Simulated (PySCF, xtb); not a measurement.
ClH2NSi, SMILES Cl[Si]N (connectivity only; charge and spin as stated), neutral, multiplicity 1.

xtb 6.7.1 with GFN2-xTB at its own geometry gives an orbital gap of 3.25 eV and a dipole moment of 2.37 D.

Coordinates come from a B3LYP-D3(BJ)/def2-TZVP optimisation. Other conformers were not sampled.

**Question.** What does r2SCAN/def2-TZVPD run with PySCF give? (Estimate from the structure and the level; the computed values follow.)

**Answer.** gap 3.97 eV (levels -6.32 and -2.35 eV), dipole 2.76 D.
